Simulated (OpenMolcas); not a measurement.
Mn3+, Tc3+, Re3+: d4 down the group

| Quantity | Value |
| --- | --- |
| Program | OpenMolcas |
| Method | MS-RASPT2, IPEA 0.25 Eh, imaginary shift 0.1 Eh |
| Basis | ANO-RCC-VTZP |
| Scalar Hamiltonian | DKH2, point nucleus |
| Spin-orbit coupling | state interaction with AMFI integrals over the reference wave functions, term energies averaged over their components |

Active space for each ion: 4 electrons in 9 orbitals (RAS2 d s; RAS3 p, at most 2 electrons); closed shells correlated by CASPT2: Mn3+ 3s 3p; Tc3+ 4s 4p; Re3+ 5s 5p.

Computed levels in cm-1 above 5D0:

```csv
Level,Mn3+,Tc3+,Re3+
5D1,110,367,3300
5D2,323,994,6380
5D3,629,1790,8870
5D4,1017,2700,10710
3P0(1),20910,14590,15440
3P1(1),21580,16460,20530
3H4,21860,16150,18450
3H5,22110,17040,22720
3H6,22370,17810,24760
weight of 5D in the lowest level (%),100,97,67
```

Mixed levels, with the weight of the term that names them: Re3+ 5D0 (67 %), Re3+ 3P0(1) (57 %), Re3+ 3H4 (57 %).

Measured, with the error of the calculation in %. Measured levels: Mn3+ from Corliss and Sugar, J. Phys. Chem. Ref. Data 6, 1253 (1977); Re3+ from the list in Brasseur, Gamrath and Quinet, At. Data Nucl. Data Tables 157, 101636 (2024).

| Level | Mn3+ | Re3+ |
| --- | --- | --- |
| 5D1 | 99.0 (+10.8) | 3084 (+7.1) |
| 5D2 | 287 (+12.5) | 5979 (+6.8) |
| 5D3 | 552 (+13.9) | 8350 (+6.2) |
| 5D4 | 886 (+14.8) | 10121 (+5.8) |
| 3P0(1) | 20654 (+1.2) |  |
| 3P1(1) | 21279 (+1.4) | 19340 (+6.2) |
| 3H4 | 21281 (+2.7) | 16946 (+8.9) |
| 3H5 | 21475 (+2.9) | 20930 (+8.5) |
| 3H6 | 21679 (+3.2) | 22896 (+8.2) |

The fine-structure level 5D4 changes by a factor of 10.5 from Mn3+ to Re3+.

Without spin-orbit coupling 3P(1) lies 21510, 15890, 13210 cm-1 above 5D in that order; the difference to the level 3P0(1), of either sign, comes from spin-orbit coupling, which also lowers the zero.

CASPT2 does not keep the components of a term degenerate, so their means are used; among the terms shown or strongly mixed into the levels shown the widest spread is 200 cm-1 (5d4 1I, Re3+). Blocks of more than 70 roots (2S+1 = 3 even, 1 even) ran without multistate coupling. Some high roots are left out of the spin-orbit mixing, which shifts the levels that they would mix with. Terms from blocks run as CI alone lack orbitals of their own. Computed and measured levels are paired by configuration, term and J; levels that our copy of the source lacks, or whose pairing is in doubt (as where it misses far off the trend of its configuration), stay unpaired and out of the deviations. Only configurations of the active space appear.

A number in round brackets counts repeated terms of one configuration in the order of the reference energies.
